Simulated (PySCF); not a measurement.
C₄H₇FSi, SMILES C=C=C(F)[SiH2]C.

The structure is a stationary point at r2SCAN-D4/def2-SVP. This is a generated structure with no PubChem entry under its InChIKey; it may be hypothetical. The values are those of a single conformer.

Calculation: TDDFT-PBE/def2-SVPD in PySCF.

Vertical excitations. The molecule is in vacuum.

| state | energy (eV) | λ (nm) | f | main pairs |
|---|---|---|---|---|
| S1 | 4.56 | 272 | 0.002 | HOMO→LUMO 100 % |
| S2 | 5.85 | 212 | 0.007 | HOMO→LUMO+1 43 %, HOMO−1→LUMO 34 %, HOMO−4→LUMO 7 % |
| S3 | 5.99 | 207 | 0.002 | HOMO−1→LUMO+1 97 % |
| S4 | 6.21 | 200 | 0.155 | HOMO→LUMO+2 61 %, HOMO−1→LUMO 18 % |
| S5 | 6.32 | 196 | 0.016 | HOMO→LUMO+3 73 %, HOMO→LUMO+2 15 % |
| S6 | 6.32 | 196 | 0.021 | HOMO−3→LUMO 45 %, HOMO−2→LUMO 42 % |
| S7 | 6.37 | 195 | 0.009 | HOMO−3→LUMO 50 %, HOMO−2→LUMO 30 %, HOMO−4→LUMO 15 % |
| S8 | 6.77 | 183 | 0.344 | HOMO→LUMO+1 30 %, HOMO−4→LUMO 26 %, HOMO→LUMO+2 12 %, HOMO→LUMO+3 10 % |
| S9 | 6.90 | 180 | 0.045 | HOMO→LUMO+4 37 %, HOMO−1→LUMO+2 29 %, HOMO−4→LUMO 13 %, HOMO−2→LUMO+1 11 % |
| S10 | 6.93 | 179 | 0.034 | HOMO→LUMO+4 37 %, HOMO−1→LUMO+2 27 %, HOMO−2→LUMO+1 14 %, HOMO−4→LUMO 8 % |
| T1 | 4.16 | 298 | 0 | HOMO→LUMO 99 % |
| T2 | 4.23 | 293 | 0 | HOMO−1→LUMO 49 %, HOMO→LUMO+1 46 % |
| T3 | 4.38 | 283 | 0 | HOMO→LUMO+1 51 %, HOMO−1→LUMO 46 % |
| T4 | 5.58 | 222 | 0 | HOMO−1→LUMO+1 99 % |
Triplets are in the Tamm–Dancoff approximation, which puts them higher than full response would, so one can lie above its singlet here.
